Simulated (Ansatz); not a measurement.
Species: C3H2O2, SMILES `O=C1[C@H]2O[C@@H]12` (charge 0, multiplicity 1), formula C₃H₂O₂.

### Question
How many basis functions does frozen-core CCSD(T)/cc-pVTZ // B3LYP-D3(BJ)/def2-TZVP run with Ansatz (a first-principles code) use, how many core orbitals are frozen, and how many electrons are correlated?

### Answer
178 basis functions and 5 frozen orbitals, which leaves 26 correlated electrons. Core time is of the order of seconds.
